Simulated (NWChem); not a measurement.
System: C2H5ClF2Si; SMILES CC(F)(F)[SiH2]Cl

Here is an NWChem input.

```
start job
memory heap 200 mb stack 900 mb global 1100 mb
geometry units angstroms noautosym nocenter noautoz
  C     -1.307608    -1.127984     0.920634
  C     -0.134549    -1.023467    -0.011352
  F     -0.566401    -1.185848    -1.296738
  F      0.739581    -2.052440     0.239835
  Si     0.933609     0.575776     0.071632
  Cl    -0.295812     2.213262    -0.219324
  H     -2.020465    -0.315598     0.723861
  H     -1.805033    -2.095635     0.755638
  H     -0.974790    -1.068233     1.966216
  H      1.954409     0.520984    -1.005467
  H      1.558127     0.677145     1.418297
end
basis spherical
  * library def2-svp
end
dft
  xc pbe0
  iterations 150
end
cosmo
  do_cosmo_smd true
  solvent toluene
end
task dft energy
```

Excerpt of the output:

```
             Northwest Computational Chemistry Package (NWChem) 7.3.0
             --------------------------------------------------------

                             Geometry "geometry" -> ""
                             -------------------------

 Output coordinates in angstroms (scale by  1.889725989 to convert to a.u.)

  No.       Tag          Charge          X              Y              Z
 ---- ---------------- ---------- -------------- -------------- --------------
    1 C                    6.0000    -1.30760800    -1.12798400     0.92063400
    2 C                    6.0000    -0.13454900    -1.02346700    -0.01135200
    3 F                    9.0000    -0.56640100    -1.18584800    -1.29673800
    4 F                    9.0000     0.73958100    -2.05244000     0.23983500
    5 Si                  14.0000     0.93360900     0.57577600     0.07163200
    6 Cl                  17.0000    -0.29581200     2.21326200    -0.21932400
    7 H                    1.0000    -2.02046500    -0.31559800     0.72386100
    8 H                    1.0000    -1.80503300    -2.09563500     0.75563800
    9 H                    1.0000    -0.97479000    -1.06823300     1.96621600
   10 H                    1.0000     1.95440900     0.52098400    -1.00546700
   11 H                    1.0000     1.55812700     0.67714500     1.41829700

 Effective nuclear repulsion energy (a.u.)     384.5450963244

                                 NWChem DFT Module
                                 -----------------

 Summary of "ao basis" -> "ao basis" (spherical)
 ------------------------------------------------------------------------------
       Tag                 Description            Shells   Functions and Types
 ---------------- ------------------------------  ------  ---------------------
 C                          def2-svp                 6       14   3s2p1d
 F                          def2-svp                 6       14   3s2p1d
 Si                         def2-svp                 8       18   4s3p1d
 Cl                         def2-svp                 8       18   4s3p1d
 H                          def2-svp                 3        5   2s1p

 in cosmo_initialize ...
 calling solv_data for solv:toluene

[...]

                                COSMO-SMD solvation results
                                ---------------------------

             internal energy in gas <Psi(g)|H|Psi(g)> =     -1027.640705810317
         internal energy in solvent <Psi(s)|H|Psi(s)> =     -1027.640506379562
                               delta internal energy  =         0.000199430755 (    0.13 kcal/mol)
   total free energy in solvent <Psi(s)|H+V/2|Psi(s)> =     -1027.643695143160
 polarization energy contribution <Psi(s)|V/2|Psi(s)> =        -0.003188763598 (   -2.00 kcal/mol)
    total free energy in solvent including G(SMD-CDS) =     -1027.645497462623
                       G(SMD-CDS) energy contribution =        -0.001802319463 (   -1.13 kcal/mol)
     1 M fixed-concentration free energy of solvation =        -0.004791652305 (   -3.01 kcal/mol)

                       DFT Final Molecular Orbital Analysis
                       ------------------------------------

 Vector   31  Occ=2.000000D+00  E=-3.598736D-01
              MO Center= -2.5D-01,  1.4D+00, -1.7D-01, r^2= 3.3D+00
   Bfn.  Coefficient  Atom+Function         Bfn.  Coefficient  Atom+Function
  ----- ------------  ---------------      ----- ------------  ---------------
    85      0.469318   6 Cl px               82      0.355641   6 Cl px
    86      0.269144   6 Cl py               79      0.206867   6 Cl px
    83      0.193393   6 Cl py                3      0.126705   1 C  s
    32     -0.124346   3 F  px               59     -0.119413   5 Si s
    80      0.113420   6 Cl py               18     -0.110993   2 C  px

 Vector   32  Occ=2.000000D+00  E=-3.330817D-01
              MO Center=  3.1D-01,  1.7D+00, -8.6D-02, r^2= 2.9D+00
   Bfn.  Coefficient  Atom+Function         Bfn.  Coefficient  Atom+Function
  ----- ------------  ---------------      ----- ------------  ---------------
    87      0.547296   6 Cl pz               84      0.397292   6 Cl pz
    81      0.231005   6 Cl pz              108      0.206790  10 H  s
   113     -0.207360  11 H  s               109      0.165916  10 H  s
   114     -0.163376  11 H  s                66     -0.151467   5 Si pz
     3      0.090206   1 C  s                85     -0.083945   6 Cl px

 Vector   33  Occ=2.000000D+00  E=-3.086686D-01
              MO Center=  5.8D-02, -2.2D-01, -4.9D-02, r^2= 3.9D+00
   Bfn.  Coefficient  Atom+Function         Bfn.  Coefficient  Atom+Function
  ----- ------------  ---------------      ----- ------------  ---------------
    17      0.272738   2 C  s                19      0.261597   2 C  py
    18      0.240935   2 C  px               86      0.232888   6 Cl py
    85      0.208423   6 Cl px               47      0.202554   4 F  py
    32      0.180818   3 F  px               33      0.179856   3 F  py
    65     -0.176843   5 Si py               83      0.166242   6 Cl py

 Vector   34  Occ=0.000000D+00  E= 1.125687D-02
              MO Center=  8.9D-01,  5.7D-01,  7.8D-02, r^2= 3.6D+00
   Bfn.  Coefficient  Atom+Function         Bfn.  Coefficient  Atom+Function
  ----- ------------  ---------------      ----- ------------  ---------------
    68      0.981575   5 Si py               78     -0.512341   6 Cl s
    67     -0.400021   5 Si px               86      0.397749   6 Cl py
    85     -0.368065   6 Cl px               17      0.299393   2 C  s
    65      0.279207   5 Si py               59      0.228503   5 Si s
    77     -0.197902   6 Cl s                22      0.190365   2 C  py

[...]
```

Level: PBE0/def2-SVP, SMD on the gas-phase geometry. Coordinates come from a PBE0/def2-SVP optimisation. Solvent: toluene.
